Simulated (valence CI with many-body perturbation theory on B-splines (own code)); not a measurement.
# Bi⁷⁸⁺: calculated level list

Calculated by configuration interaction combined with many-body perturbation theory (CI+MBPT): three valence electrons over a frozen Dirac-Fock core [He], radial functions for each j: 11 s, 11 p, 9 d, 7 f, 5 g, 2 h, 1 i, with the one-electron correlation potential Σ1 (screened to all orders), the two-electron term Σ2, the three-electron term Σ3, Breit, model QED; selected single and double excitations, second order for the rest (own B-spline code, finite nucleus).

The last digits are not significant, and no measured levels were compared; by estimate large intervals hold to a few tenths of a per cent, small ones and those within an open d or f shell to about a per cent.

Levels 91 to 103 of 103, with energies above the lowest level, (2s^2 2p1/2) J=1/2. "Leading %" is the weight of the configuration and term that name the level; weights of strongly mixed levels are sums over their largest components and can fall short. In the jj column 3d3/2^4 stands for four electrons in 3d with j = 3/2.

```csv
No.,Configuration,Term,J,E (eV),Leading %,g,Second component,Leading jj
91,2p2 3p,2P°,1/2,17948,86,0.603,8 % 2p2 3p 4D°,2p1/2 2p3/2 3p3/2 (99 %)
92,2p2 3d,2G,7/2,17953,56,0.983,25 % 2p2 3d 2F,2p1/2 2p3/2 3d3/2 (100 %)
93,2p2 3d,2D,5/2,17971,38,1.104,31 % 2p2 3d 2F,2p1/2 2p3/2 3d3/2 (99 %)
94,2p2 3d,2D,3/2,17978,47,1.090,18 % 2p2 3d 2P,2p1/2 2p3/2 3d3/2 (100 %)
95,2p2 3d,2P,1/2,17990,40,1.553,31 % 2p2 3d 4P,2p1/2 2p3/2 3d3/2 (100 %)
96,2p2 3d,4D,7/2,18120,46,1.287,39 % 2p2 3d 4F,2p1/2 2p3/2 3d5/2 (100 %)
97,2p2 3d,2G,9/2,18137,66,1.154,34 % 2p2 3d 4F,2p1/2 2p3/2 3d5/2 (100 %)
98,2p2 3d,2P,3/2,18141,42,1.301,24 % 2p2 3d 4P,2p1/2 2p3/2 3d5/2 (100 %)
99,2p2 3d,2F,5/2,18142,44,1.114,18 % 2p2 3d 4D,2p1/2 2p3/2 3d5/2 (100 %)
100,2p2 3d,2D,5/2,18161,55,1.254,31 % 2p2 3d 4P,2p1/2 2p3/2 3d5/2 (100 %)
101,2p2 3d,2F,7/2,18168,71,1.119,13 % 2p2 3d 4F,2p1/2 2p3/2 3d5/2 (100 %)
102,2p2 3d,2D,3/2,18179,58,0.952,29 % 2p2 3d 2P,2p1/2 2p3/2 3d5/2 (100 %)
103,2p2 3d,2P,1/2,18185,56,1.241,38 % 2p2 3d 2S,2p1/2 2p3/2 3d5/2 (100 %)
```
